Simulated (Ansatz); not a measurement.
Species: HBr₃SSi, SMILES `S[Si](Br)(Br)Br` (H–S–Si–Br torsion 60°) (charge 0, multiplicity 1), formula HBr3SSi.

### Question
How many basis functions does frozen-core CCSD(T)/cc-pVTZ // PBE-D3(BJ)/def2-TZVP (Ansatz, a first-principles code) use, how many core orbitals are frozen, and how many electrons are correlated?

### Answer
211 basis functions and 37 frozen orbitals, which leaves 62 correlated electrons (filled d shells below the valence shell are correlated). Core time is of the order of minutes.
